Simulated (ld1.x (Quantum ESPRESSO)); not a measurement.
## Yb (Z = 70): RRKJ pseudisation with LDA (PZ), scalar-relativistic reference atom.

ld1.x (Quantum ESPRESSO) 7.5 input, shortened:

```
&input
   title='Yb', zed=70., rel=1, dft='PZ', iswitch=3,
   config='[Xe] 4f14 5d0 6s2 6p0'
 /
 &inputp
   pseudotype=2, tm=.false., lloc=0,
   nlcc=.false.
 /
4
5P  2  1   6.00   0.00  1.65  1.65  0.0
5D  3  2   0.00   0.00  3.00  3.00  0.0
4F  4  3  14.00   0.00  0.55  0.55  0.0
5S  1  0   2.00   0.00  1.15  1.15  0.0
 &test
   configts(1)='4f14 5s2 5p6 5d0 6s2 6p0'
 /
```

Occupied shells without a wave of their own: 6s. They enter only through the test configuration that unscreens the potential.

Poles of the logarithmic derivatives, all-electron (AE) and pseudo (PS). s: poles at 1.2 (AE) and 1.2 (PS) Ry. p: poles at -2.0, 2.4 (AE) and -2.0, 2.3 (PS) Ry. d: poles at 0.5, 4.4 (AE) and 0.5, 5.0 (PS) Ry. f: poles at -0.2, 2.9 (AE) and -0.2, 3.0 (PS) Ry. Test radius 3.26 bohr.

- Largest excitation error: -1093 meV (all-electron minus pseudo) for 4f12 5s2 5p6 5d0 6s0 6p0, out of 7 test configurations

A Bessel basis up to 400 Ry misses an occupied level by 0.34 Ry, so cutoffs and ghosts were not judged.
